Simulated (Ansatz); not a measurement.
Cost and result for the atomization energy of CH₇NO₂Si (`OCN[SiH2]O`) (12 atoms, 11 bonds).

Z-matrix (Å, degrees):
```
C
N 1 1.419
O 1 1.433 2 109.8
H 1 1.096 2 110.3 3 -121.2
H 1 1.097 2 109.0 3 119.7
Si 2 1.729 1 118.8 3 -62.6
H 2 1.010 1 112.8 3 80.1
H 3 0.962 1 108.8 2 175.8
O 6 1.644 2 114.3 1 71.6
H 6 1.479 2 109.0 1 -170.1
H 6 1.487 2 104.5 1 -50.0
H 9 0.962 6 113.1 2 -39.7
```

Total charge 0; spin multiplicity 1. The geometry is a stationary point of PBE0-D4/def2-TZVP. It is one conformer, not always the lowest. Program: Ansatz. All runs use 4 threads of an Arm Neoverse V2 on a shared host. Times are those of one run each, without the atoms' runs, and a repeat can differ threefold. Electronic energies, without spin–orbit coupling; frozen cores. CCSD(T)/CBS adds CCSD(T) − MP2 in def2-TZVPP to the MP2 limit, and its time is that of the two runs behind it. T1 = 0.011. B3LYP takes the VWN-RPA correlation (the form of Gaussian; ORCA's B3LYP/G).

CCSD(T)/CBS is a level of theory with its own doubt, some kJ/mol a heavy atom from the limit and from the frozen cores, so smaller differences don't rank the functionals.

```json
{"level": "PBE-D4/def2-TZVPP (with forces)", "functions": "264", "wall time": "2 s"}
{"level": "PBE0-D4/def2-TZVPP", "functions": "264", "wall time": "2.4 s"}
{"level": "B3LYP-D4/def2-TZVPP (with forces)", "functions": "264", "wall time": "3.7 s"}
{"level": "r2SCAN-D4/def2-TZVPP (with forces)", "functions": "264", "wall time": "3.9 s"}
{"level": "B2PLYP/def2-TZVPP", "functions": "264", "wall time": "4.4 s"}
{"level": "ωB97X-V/def2-TZVPP", "functions": "264", "wall time": "6.5 s"}
{"level": "ωB97M-V/def2-TZVPP (with forces)", "functions": "264", "wall time": "9 s"}
{"level": "MP2/def2-QZVPP", "functions": "508", "wall time": "19 s"}
{"level": "CCSD(T)/def2-TZVPP", "functions": "264", "wall time": "2.5 min"}
{"level": "CCSD(T)/CBS(def2)", "functions": "–", "wall time": "2.8 min"}
```

Q: What atomization energy does each give, and how far from CCSD(T)/CBS? (An estimate is asked.)

A: Computed: 
```tsv
level	atomization (kcal/mol)	difference from CCSD(T)/CBS	per bond
PBE-D4/def2-TZVPP (with forces)	1067.3	12.8	1.2
PBE0-D4/def2-TZVPP	1044.1	-10.4	-0.9
B3LYP-D4/def2-TZVPP (with forces)	1050.3	-4.2	-0.4
r2SCAN-D4/def2-TZVPP (with forces)	1048.4	-6.1	-0.6
B2PLYP/def2-TZVPP	1039.3	-15.2	-1.4
ωB97X-V/def2-TZVPP	1055.0	0.5	0.1
ωB97M-V/def2-TZVPP (with forces)	1055.4	0.9	0.1
MP2/def2-QZVPP	1059.7	5.2	0.5
CCSD(T)/def2-TZVPP	1022.1	-32.4	-2.9
CCSD(T)/CBS(def2)	1054.5	0.0	0.0
```

The D4 term adds +8.7 kcal/mol with B3LYP and +4.5 kcal/mol with PBE0; it sums over pairs of atoms, weighted by their polarisabilities, and B3LYP, whose exchange is more repulsive, gets the larger term. From PBE to PBE0 (25 % exact exchange), in def2-TZVPP and without D4, the atomization energy moves by −22.4 kcal/mol: exact exchange takes away binding that semilocal exchange gives to molecules. In def2-TZVPP, CCSD(T) changes the Hartree–Fock value by +289.7 kcal/mol (the triples alone add +15.7 kcal/mol) and MP2 by +308.0 kcal/mol; breaking electron pairs costs correlation energy, which Hartree–Fock lacks.
